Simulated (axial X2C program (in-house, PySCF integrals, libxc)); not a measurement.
## Potential curves of RuSe⁺, 2c

Calculated with an in-house all-electron X2C program for linear molecules (integrals from PySCF). Two-component (2c) means X2C with spin–orbit coupling and atomic mean-field two-electron Coulomb and Gaunt terms. Basis: Ru dyall-cv3z [12s12p8d5f3g], Se dyall-cv3z [8s9p6d4f1g] (cores contracted in-house); Gaussian nuclei, density fitting, unrestricted open shells. Masses: Ru 101.904 u, Se 79.917 u.

State: Ω = 5/2 (⟨Sz⟩ = 2.47, ⟨Lz⟩ = 0.03 at HF). Energies in cm⁻¹ from the lowest point of each curve. Fits are polynomials in 1 − R0/R over 0.85 to 1.23 times the lowest point R0.

| R (Å) | MP2 | HF |
| --- | --- | --- |
| 1.9653 | 6514 | 16060 |
| 2.0557 | 2196 | 9233 |
| 2.1235 | 607 | 5831 |
| 2.1912 | 0 | 3492 |
| 2.2590 | 72 | 1931 |
| 2.3381 | 704 | 817 |
| 2.4171 | 1671 | 235 |
| 2.5188 | 3126 | 0 |
| 2.6430 | 4949 | 191 |
| 2.8237 | 7407 | 945 |

Correlated methods: 13 electrons correlated (number of frozen shells: Ru 4 s, 3 p, 1 d; Se 3 s, 2 p, 1 d), 307 virtual spin orbitals or spinors in MP2.

Occupations by symmetry block were frozen at the best pattern of an incomplete PBE0 search. PBE0 can misorder states that lie within some tenths of an eV, so this need not be the ground state of the molecule. The nearest other 2c determinant of the search, Ω = 9/2, lies 0.52 eV up at the distance of the search. With several unpaired electrons one determinant need not be a pure state. This is the top spin component of a Σ state; components of lower Ω are not single determinants and can lie lower. MP2 and coupled cluster on one determinant become unreliable at the stretched end.

(1) What are Re and ωe at the MP2 level?

(2) What are Re and ωe at the HF level?

Answers

(1) At MP2, 2c: Re = 2.215 Å, ωe ≈ 309 cm⁻¹; Be follows as 0.0767 cm⁻¹.

(2) At HF, 2c: Re = 2.525 Å, ωe ≈ 158 cm⁻¹; Be follows as 0.059 cm⁻¹.
